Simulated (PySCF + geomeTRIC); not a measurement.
Computed with BP86-D3(BJ)/def2-SVP in PySCF + geomeTRIC. fastk is a local helper that only speeds up exchange builds. No frequencies were computed at this level.

```python
import json, numpy as np
from pyscf import gto, dft
from fastk import lowrank_exchange
atoms = """
Zr    -0.092640     0.086919     0.104027
C     -0.773843     1.725223     1.933722
N      0.404172     1.146507     1.920350
N     -1.587769     1.382682     0.953738
H     -1.067404     2.446219     2.708672
H      1.036131     1.408389     2.671575
H     -2.499739     1.831657     0.966092
Br     0.700048    -2.176464     0.846607
Br     1.809513     0.936921    -1.294403
Br    -1.512799    -0.735448    -1.802868
"""
def scf(charge, spin, dm0=None):
    mol = gto.M(atom=atoms, basis='def2-svp', ecp={'Zr': 'def2-svp'}, charge=charge, spin=spin, verbose=3, max_memory=11340)
    mf = dft.KS(mol, xc='bp86').density_fit(auxbasis="def2-universal-jkfit")
    mf.disp = 'd3bj'
    mf.grids.level = 3
    mf.conv_tol = 1e-8
    mf.max_cycle = 120
    mf.level_shift = 0.25
    mf.kernel(dm0)
    if not mf.converged:
        mf = mf.newton().run(mf.mo_coeff, mf.mo_occ).undo_soscf()
    return mf
mf = scf(0, 0)
from pyscf.geomopt.geometric_solver import kernel as optimize
path = []
done, mol = optimize(mf, maxsteps=120, assert_convergence=False, callback=lambda env: path.append((env["energy"], bool(env["g_scanner"].converged))))
res = dict(converged=bool(done and path[-1][1]), energy=path[-1][0], path=[e for e, c in path], xyz=mol.atom_coords(unit="Angstrom").tolist(), nao=mol.nao)
json.dump(res, open("result.json", "w"))
```

Output:

```
converged SCF energy = -7919.09787100977
Geometry optimization cycle 1
converged SCF energy = -7919.09787099783
cycle 1: E = -7919.097871  dE = -7919.1  norm(grad) = 0.0561519
Geometry optimization cycle 2
converged SCF energy = -7919.10365528828
cycle 2: E = -7919.10365529  dE = -0.00578429  norm(grad) = 0.0228071
Geometry optimization cycle 3
converged SCF energy = -7919.10521483268
cycle 3: E = -7919.10521483  dE = -0.00155954  norm(grad) = 0.0242671
Geometry optimization cycle 4
converged SCF energy = -7919.10647931413
cycle 4: E = -7919.10647931  dE = -0.00126448  norm(grad) = 0.0145307
Geometry optimization cycle 5
converged SCF energy = -7919.10695172648
cycle 5: E = -7919.10695173  dE = -0.000472412  norm(grad) = 0.00597904
Geometry optimization cycle 6
converged SCF energy = -7919.10708610105
cycle 6: E = -7919.1070861  dE = -0.000134375  norm(grad) = 0.00411099
Geometry optimization cycle 7
converged SCF energy = -7919.10713015185
cycle 7: E = -7919.10713015  dE = -4.40508e-05  norm(grad) = 0.00319405
Geometry optimization cycle 8
converged SCF energy = -7919.10715744512
cycle 8: E = -7919.10715745  dE = -2.72933e-05  norm(grad) = 0.00186098
Geometry optimization cycle 9
converged SCF energy = -7919.10716537172
cycle 9: E = -7919.10716537  dE = -7.92659e-06  norm(grad) = 0.00109229
Geometry optimization cycle 10
converged SCF energy = -7919.10716970532
cycle 10: E = -7919.10716971  dE = -4.33361e-06  norm(grad) = 0.00065955
Geometry optimization cycle 11
converged SCF energy = -7919.10717172742
cycle 11: E = -7919.10717173  dE = -2.0221e-06  norm(grad) = 0.000574443
Geometry optimization cycle 12
converged SCF energy = -7919.10717257796
cycle 12: E = -7919.10717258  dE = -8.50536e-07  norm(grad) = 0.000607895
Geometry optimization cycle 13
converged SCF energy = -7919.10717251008
cycle 13: E = -7919.10717251  dE = 6.78765e-08  norm(grad) = 0.000564107
Geometry optimization cycle 14
converged SCF energy = -7919.10717272636
cycle 14: E = -7919.10717273  dE = -2.16285e-07  norm(grad) = 0.000394869
Geometry optimization cycle 15
converged SCF energy = -7919.10717310416
cycle 15: E = -7919.1071731  dE = -3.778e-07  norm(grad) = 0.000227496
<class 'geometric.internal.Distance'> : 11
<class 'geometric.internal.Angle'> : 15
<class 'geometric.internal.LinearAngle'> : 2
<class 'geometric.internal.OutOfPlane'> : 13
<class 'geometric.internal.Dihedral'> : 36
<class 'geometric.internal.TranslationX'> : 1
<class 'geometric.internal.TranslationY'> : 1
<class 'geometric.internal.TranslationZ'> : 1
<class 'geometric.internal.RotationA'> : 1
<class 'geometric.internal.RotationB'> : 1
<class 'geometric.internal.RotationC'> : 1
Step    0 : Gradient = 1.776e-02/4.184e-02 (rms/max) Energy = -7919.0978709978
Step    1 : Displace = 4.394e-02/6.885e-02 (rms/max) Trust = 1.000e-01 (=) Grad = 7.212e-03/1.669e-02 (rms/max) E (change) = -7919.1036552883 (-5.784e-03) Quality = 1.143
Step    2 : Displace = 4.454e-02/7.482e-02 (rms/max) Trust = 1.414e-01 (+) Grad = 7.674e-03/1.616e-02 (rms/max) E (change) = -7919.1052148327 (-1.560e-03) Quality = 0.853
Step    3 : Displace = 4.416e-02/7.446e-02 (rms/max) Trust = 2.000e-01 (+) Grad = 4.595e-03/7.828e-03 (rms/max) E (change) = -7919.1064793141 (-1.264e-03) Quality = 1.058
Step    4 : Displace = 2.486e-02/4.848e-02 (rms/max) Trust = 2.828e-01 (+) Grad = 1.891e-03/3.436e-03 (rms/max) E (change) = -7919.1069517265 (-4.724e-04) Quality = 1.193
Step    5 : Displace = 1.699e-02/3.563e-02 (rms/max) Trust = 3.000e-01 (+) Grad = 1.300e-03/2.329e-03 (rms/max) E (change) = -7919.1070861011 (-1.344e-04) Quality = 1.148
Step    6 : Displace = 7.847e-03/1.709e-02 (rms/max) Trust = 3.000e-01 (=) Grad = 1.010e-03/2.129e-03 (rms/max) E (change) = -7919.1071301519 (-4.405e-05) Quality = 1.288
Step    7 : Displace = 7.269e-03/1.256e-02 (rms/max) Trust = 3.000e-01 (=) Grad = 5.885e-04/1.359e-03 (rms/max) E (change) = -7919.1071574451 (-2.729e-05) Quality = 1.135
Step    8 : Displace = 3.436e-03/6.253e-03 (rms/max) Trust = 3.000e-01 (=) Grad = 3.454e-04/6.760e-04 (rms/max) E (change) = -7919.1071653717 (-7.927e-06) Quality = 1.347
Step    9 : Displace = 2.667e-03/5.387e-03 (rms/max) Trust = 3.000e-01 (=) Grad = 2.086e-04/3.301e-04 (rms/max) E (change) = -7919.1071697053 (-4.334e-06) Quality = 1.341
Step   10 : Displace = 2.190e-03/4.804e-03 (rms/max) Trust = 3.000e-01 (=) Grad = 1.817e-04/3.685e-04 (rms/max) E (change) = -7919.1071717274 (-2.022e-06) Quality = 1.055
Step   11 : Displace = 2.239e-03/4.927e-03 (rms/max) Trust = 3.000e-01 (=) Grad = 1.922e-04/4.294e-04 (rms/max) E (change) = -7919.1071725780 (-8.505e-07) Quality = 0.577
Step   12 : Displace = 2.324e-03/4.994e-03 (rms/max) Trust = 3.000e-01 (=) Grad = 1.784e-04/3.378e-04 (rms/max) E (change) = -7919.1071725101 (+6.788e-08) Quality = -0.055
Step   13 : Displace = 1.194e-03/1.920e-03 (rms/max) Trust = 1.162e-03 (-) Grad = 1.249e-04/2.167e-04 (rms/max) E (change) = -7919.1071727264 (-2.163e-07) Quality = 0.201
Step   14 : Displace = 6.268e-04/1.159e-03 (rms/max) Trust = 5.810e-04 (-) Grad = 7.194e-05/1.097e-04 (rms/max) E (change) = -7919.1071731042 (-3.778e-07) Quality = 0.489
Converged! =D
```

Cost: about 18 core-minutes (a rough figure).
